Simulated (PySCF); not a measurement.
SMILES c1c([SiH3])sc(O)c1 (C₄H₆OSSi) (GFN2-xTB optimised geometry):

```
13

O     -1.409    -2.909     0.000
C     -0.610    -1.823     0.000
C      0.750    -1.823     0.000
C      1.281    -0.515     0.000
C      0.353     0.481     0.000
Si     0.589     2.338    -0.004
S     -1.251    -0.206     0.000
H     -2.337    -2.648     0.000
H      1.337    -2.722     0.000
H      2.337    -0.313     0.000
H      2.031     2.575     0.005
H     -0.030     2.900    -1.207
H     -0.049     2.909     1.184
```

Computed with B3LYP/def2-TZVP in PySCF.

Task: What are the frontier orbital energies and the dipole moment?

Result: HOMO-2 -9.13 eV, HOMO-1 -7.15 eV, HOMO -6.06 eV, LUMO -0.65 eV, LUMO+1 -0.53 eV; dipole moment 0.77 D.

Meta-Löwdin charges at B3LYP/def2-TZVP: O1 -0.45, C2 0.10, C3 -0.21, C4 -0.11, C5 -0.38, Si6 0.52, S7 0.22, H8 0.36, H9 0.13, H10 0.13, H11 -0.10, H12 -0.11, H13 -0.11.
